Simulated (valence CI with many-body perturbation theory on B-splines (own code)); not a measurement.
# E1 line list for Tc³⁷⁺

Method: valence CI with perturbative core correlation (CI+MBPT): four valence electrons over a frozen Dirac-Fock core [He], a basis of 11 s, 11 p, 9 d, 7 f, 5 g, 2 h, 1 i functions for each j, with the one-electron correlation potential Σ1, the two-electron term Σ2, the three-electron term Σ3, Breit, model QED; selected CI, second order for the rest (own B-spline code, finite nucleus).

No measured spectrum was set against this ion. As an estimate, large intervals hold to a few tenths of a per cent, small ones and those within an open d or f shell to about a per cent. Among the levels kept, up to 290 cm⁻¹ of a level comes from second order outside the variational space, and about a tenth of that is noise between levels of different J, which matters for small intervals.

Lines 201 to 235 of 235 in falling wavelength, among levels below 3427.7 eV, chosen from the strongest by gf and those to the six lowest levels. Wavelengths and rates use the calculated energies. Electric multipoles are in the length gauge, E1 and E2 with the static RPA response of the core. Weak lines are less certain than strong ones. Lines between different terms over intervals too small for the method are left out, as are lines whose strength nearly cancels. The highest levels of a list are the least certain.

Levels are named by their leading jj configuration (3d3/2^4 stands for four electrons in 3d with j = 3/2), which in mixed levels can hold well under half, so a name can repeat and another be missing. Letters in brackets count levels of one name in rising energy.

```
λ vac (Å)                           Upper                   Lower   A (s⁻¹)  S (a.u.) with core polarisation  S without
    3.910      (2s 2p1/2 2p3/2 3p1/2) J=3  (2s^2 2p1/2 2p3/2) J=2  2.36e+11                         4.88e-05   4.80e-05
    3.909  (2s 2p1/2 2p3/2 3d3/2) J=3 [c]  (2s 2p1/2^2 2p3/2) J=2  1.04e+12                         2.15e-04   2.15e-04
    3.903          (2s 2p1/2^2 3p1/2) J=1      (2s^2 2p1/2^2) J=0  6.26e+12                         5.51e-04   5.49e-04
    3.896  (2s 2p1/2 2p3/2 3p3/2) J=3 [a]  (2s^2 2p1/2 2p3/2) J=2  4.19e+12                         8.56e-04   8.55e-04
    3.892          (2s^2 2p3/2 3d5/2) J=1  (2s^2 2p1/2 2p3/2) J=1  2.34e+12                         2.05e-04   2.05e-04
    3.892  (2s 2p1/2 2p3/2 3p1/2) J=2 [b]  (2s^2 2p1/2 2p3/2) J=2  1.52e+13                         2.21e-03   2.20e-03
    3.890  (2s 2p1/2 2p3/2 3p3/2) J=1 [a]  (2s^2 2p1/2 2p3/2) J=2  5.48e+11                         4.77e-05   4.77e-05
    3.881  (2s 2p1/2 2p3/2 3p3/2) J=2 [a]  (2s^2 2p1/2 2p3/2) J=2  1.28e+12                         1.85e-04   1.85e-04
    3.876  (2s 2p1/2 2p3/2 3p1/2) J=2 [b]  (2s^2 2p1/2 2p3/2) J=1  3.17e+12                         4.56e-04   4.55e-04
    3.875  (2s 2p1/2 2p3/2 3p3/2) J=1 [a]  (2s^2 2p1/2 2p3/2) J=1  3.65e+13                         3.14e-03   3.14e-03
    3.865  (2s 2p1/2 2p3/2 3p3/2) J=2 [a]  (2s^2 2p1/2 2p3/2) J=1  3.76e+13                         5.35e-03   5.35e-03
    3.864  (2s 2p1/2 2p3/2 3p1/2) J=2 [c]  (2s^2 2p1/2 2p3/2) J=2  2.38e+13                         3.39e-03   3.38e-03
    3.862  (2s 2p1/2 2p3/2 3p1/2) J=1 [b]  (2s^2 2p1/2 2p3/2) J=2  5.80e+11                         4.95e-05   4.95e-05
    3.860  (2s 2p1/2 2p3/2 3p3/2) J=2 [b]  (2s^2 2p1/2 2p3/2) J=2  2.56e+13                         3.63e-03   3.63e-03
    3.858  (2s 2p1/2 2p3/2 3p3/2) J=0 [a]  (2s^2 2p1/2 2p3/2) J=1  3.25e+13                         9.22e-04   9.21e-04
    3.851  (2s 2p1/2 2p3/2 3p3/2) J=1 [b]  (2s^2 2p1/2 2p3/2) J=2  6.97e+13                         5.90e-03   5.89e-03
    3.850  (2s 2p1/2 2p3/2 3p3/2) J=3 [b]  (2s^2 2p1/2 2p3/2) J=2  3.71e+13                         7.32e-03   7.31e-03
    3.849  (2s 2p1/2 2p3/2 3p1/2) J=2 [c]  (2s^2 2p1/2 2p3/2) J=1  2.22e+12                         3.12e-04   3.11e-04
    3.847          (2s 2p1/2^2 3p3/2) J=1      (2s^2 2p1/2^2) J=0  6.05e+13                         5.10e-03   5.09e-03
    3.847  (2s 2p1/2 2p3/2 3p1/2) J=1 [b]  (2s^2 2p1/2 2p3/2) J=1  9.98e+12                         8.42e-04   8.41e-04
    3.844  (2s 2p1/2 2p3/2 3p3/2) J=2 [b]  (2s^2 2p1/2 2p3/2) J=1  3.33e+12                         4.68e-04   4.67e-04
    3.842      (2s 2p1/2 2p3/2 3p1/2) J=0  (2s^2 2p1/2 2p3/2) J=1  5.11e+13                         1.43e-03   1.43e-03
    3.836  (2s 2p1/2 2p3/2 3p3/2) J=1 [b]  (2s^2 2p1/2 2p3/2) J=1  5.70e+12                         4.77e-04   4.76e-04
    3.836  (2s 2p1/2 2p3/2 3p1/2) J=1 [c]  (2s^2 2p1/2 2p3/2) J=2  1.47e+13                         1.23e-03   1.23e-03
    3.821  (2s 2p1/2 2p3/2 3p1/2) J=1 [c]  (2s^2 2p1/2 2p3/2) J=1  4.90e+12                         4.05e-04   4.04e-04
    3.815  (2s 2p1/2 2p3/2 3p3/2) J=2 [c]  (2s^2 2p1/2 2p3/2) J=2  8.86e+12                         1.21e-03   1.21e-03
    3.815  (2s 2p1/2 2p3/2 3p3/2) J=3 [c]  (2s^2 2p1/2 2p3/2) J=2  2.06e+13                         3.95e-03   3.95e-03
    3.805  (2s 2p1/2 2p3/2 3p3/2) J=1 [c]  (2s^2 2p1/2 2p3/2) J=2  1.04e+12                         8.52e-05   8.51e-05
    3.805  (2s 2p1/2 2p3/2 3p3/2) J=2 [d]  (2s^2 2p1/2 2p3/2) J=2  1.37e+13                         1.86e-03   1.86e-03
    3.800  (2s 2p1/2 2p3/2 3p3/2) J=2 [c]  (2s^2 2p1/2 2p3/2) J=1  1.17e+13                         1.58e-03   1.58e-03
    3.791  (2s 2p1/2 2p3/2 3p3/2) J=1 [c]  (2s^2 2p1/2 2p3/2) J=1  1.82e+13                         1.47e-03   1.47e-03
    3.790  (2s 2p1/2 2p3/2 3p3/2) J=2 [d]  (2s^2 2p1/2 2p3/2) J=1  8.33e+12                         1.12e-03   1.12e-03
    3.714  (2s 2p1/2 2p3/2 3p1/2) J=1 [b]      (2s^2 2p1/2^2) J=0  1.07e+12                         8.15e-05   8.13e-05
    3.661  (2s 2p1/2 2p3/2 3p3/2) J=1 [c]      (2s^2 2p1/2^2) J=0  6.49e+11                         4.72e-05   4.71e-05
    3.655  (2s 2p1/2 2p3/2 3p3/2) J=1 [d]      (2s^2 2p1/2^2) J=0  1.49e+12                         1.08e-04   1.08e-04
```
